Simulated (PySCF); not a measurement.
HIOSn, SMILES [OH][Sn][I] (connectivity only; charge and spin as stated), neutral, multiplicity 1.

Geometry: PBE-D3(BJ)/def2-SVP. The def2 effective core potentials stand for the cores of I, Sn; spin–orbit coupling is left out. One conformer was computed; it need not be the lowest.

These are HF/def2-TZVPD run with PySCF values and carry that method's errors.

Symmetry labels are those of the subgroup Cs that the program uses (full group Cs).

Computed valence orbital energies around the gap with their symmetry:
```json
[
 {"orbital": "HOMO−7", "symmetry": "A'", "energy (eV)": "-23.76"},
 {"orbital": "HOMO−6", "symmetry": "A'", "energy (eV)": "-18.09"},
 {"orbital": "HOMO−5", "symmetry": "A'", "energy (eV)": "-15.60"},
 {"orbital": "HOMO−4", "symmetry": "A\"", "energy (eV)": "-13.32"},
 {"orbital": "HOMO−3", "symmetry": "A'", "energy (eV)": "-12.51"},
 {"orbital": "HOMO−2", "symmetry": "A'", "energy (eV)": "-10.13"},
 {"orbital": "HOMO−1", "symmetry": "A\"", "energy (eV)": "-10.09"},
 {"orbital": "HOMO", "symmetry": "A'", "energy (eV)": "-9.60"},
 {"orbital": "LUMO", "symmetry": "A\"", "energy (eV)": "-0.28"},
 {"orbital": "LUMO+1", "symmetry": "A'", "energy (eV)": "1.06"},
 {"orbital": "LUMO+2", "symmetry": "A'", "energy (eV)": "1.25"},
 {"orbital": "LUMO+3", "symmetry": "A'", "energy (eV)": "1.35"}
]
```
